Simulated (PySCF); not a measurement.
C6H5BrN2.
Bonds: C1–N2 (triple), N2–C3, C3–C4 (aromatic), C4–C5 (aromatic), C5–C6 (aromatic), C6–Br7, C6–N8 (aromatic), N8–C9, C3–N8 (aromatic). Hydrogens: H10 on C4; H11 on C5; H12, H13, H14 on C9.
Bond orders are those of one Lewis drawing.

Computed by this run: PBE0-D3(BJ)/def2-SVP geometry optimisation, gas phase (PySCF 2.14.0); density fitting, grid level 2; the optimiser is geomeTRIC in internal coordinates, started from a GFN2-xTB structure.

Geometry at step 0:
```
atom  x, y, z in Å
C1     -1.7316   -2.7673    0.0830
N2     -0.9073   -1.9383    0.0364
C3      0.0473   -0.9946   -0.0187
C4      1.4162   -1.1429   -0.1182
C5      1.9653    0.1467   -0.1404
C6      0.9110    1.0229   -0.0529
Br7     0.9282    2.8996   -0.0290
N8     -0.2606    0.3399    0.0215
C9     -1.5733    0.9142    0.1239
H10     1.9459   -2.0722   -0.1690
H11     3.0013    0.4078   -0.2106
H12    -2.3102    0.1135    0.1659
H13    -1.7801    1.5474   -0.7416
H14    -1.6528    1.5228    1.0274
```

Problem. Give the atomic forces at this geometry.

Solution. 
```csv
atom,Fx (eV/Å),Fy (eV/Å),Fz (eV/Å)
C1,-0.733,-0.723,0.043
N2,0.154,0.275,-0.009
C3,0.376,-0.041,-0.025
C4,-0.204,0.128,0.012
C5,-0.098,0.061,0.012
C6,0.057,0.883,0.005
Br7,0.031,-0.366,-0.007
N8,-0.178,0.095,0.014
C9,0.038,0.008,-0.002
H10,0.250,-0.567,-0.025
H11,0.586,0.189,-0.040
H12,-0.161,-0.207,0.008
H13,-0.074,0.135,-0.203
H14,-0.043,0.130,0.215
```

The largest, 1.03 eV/Å, acts on C1; the rms over all components is 0.280 eV/Å. The forces sum to zero within rounding, as they must for an isolated molecule in no field.

Problem. Give the force on C1 in Eh/bohr and in nN.

Solution. 1.030 eV/Å ÷ 51.422 = 0.02004 Eh/bohr, and 1.030 eV/Å × 1.602 = 1.65 nN.

Problem. How far is this geometry from the end of the optimisation?

Solution. 0.037 eV above it, and 0.019 Å rms away after alignment. The bonds farthest from their final lengths, with half the difference of the two atoms' forces along the bond (positive lengthens):

```
  bond  now (Å)  final (Å)  force along bond (eV/Å)
C6–Br7    1.877      1.858                    -0.62
C4–H10    1.071      1.087                    +0.41
C5–H11    1.071      1.087                    +0.35
 N2–C3    1.344      1.357                    -0.03
 C4–C5    1.402      1.413                    -0.01
 C1≡N2    1.170      1.179                    +0.67
```

The angle farthest from its final value is N2–C3–N8, 121.6° against 120.8°.

Of the 5 listed bonds off by 0.010 Å or more, this force points towards the final length in 3.

What follows is the cost of the whole optimisation. Time: 84 s; peak memory 0.90 GiB. Hardware: Arm Neoverse V2, one thread (shared host).
